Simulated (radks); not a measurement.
Q: All-electron atom: the rhenium ion Re5+ in [Xe] 4f14 5d2 (the NIST ground configuration). Calculated with a radial shooting solver on a logarithmic mesh with Libxc functionals: scalar-relativistic Kohn-Sham, SCAN, spin-unpolarised, spherical densities, finite nucleus; meta-GGA in the generalised Kohn-Sham scheme; Fermi nuclear charge, rms radius 5.3698 fm. Some entries of the table are withheld. Estimate them.

orbital,occ.,eigenvalue (hartree),<r> (bohr),<1/r> (bohr^-1)
1s,2,-2638.232,0.01804,88.73
2s,2,-460.2788,0.07618,20.78
2p,6,-401.8651,0.06834,18.75
3s,2,-108.7242,0.1972,7.705
3p,6,-91.39219,0.1978,7.091
3d,10,-71.70764,0.1793,6.687
4s,2,-24.67218,(1),3.271
4p,6,-18.96082,(2),2.972
4d,10,-11.76862,0.4997,(3)
5s,2,-5.38761,(4),1.305
5p,6,-3.92291,1.170,1.121
4f,14,-3.81394,0.5763,2.171
5d,2,-2.18312,1.523,0.8417

A: 
(1) 4s <r> (bohr): 0.4404
(2) 4p <r> (bohr): 0.4681
(3) 4d <1/r> (bohr^-1): 2.648
(4) 5s <r> (bohr): 1.024
